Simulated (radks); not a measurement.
Problem. Neutral ytterbium, [Xe] 4f14 6s2. Calculated with a radial shooting solver on a logarithmic mesh with Libxc functionals: non-relativistic Kohn-Sham, exchange-only LDA, spin-polarised, spherical densities, point nucleus. Every spin shell is full or empty, so the densities are truly spherical. Functionals are evaluated on that one density, not self-consistently. Rank these orbital-free kinetic functionals by their error against the exact value of the orbitals, and give that value: Thomas-Fermi, von Weizsacker, TF + vW, TF + vW/9, TF + vW/5, APBEK, Thakkar, Pearson, LKT, PG1, Ernzerhof.

Solution. Exact: 13380.9 hartree. From best to worst, with 100 (|E| - |E exact|)/|E exact| (equal figures are ties): APBEK -0.03, Ernzerhof -0.55, TF + vW/9 -0.78, Thakkar -0.81, Pearson -0.95, TF + vW/5 +2.52, Thomas-Fermi -4.89, PG1 +13.00, LKT +16.67, TF + vW +32.16, von Weizsacker -62.94.
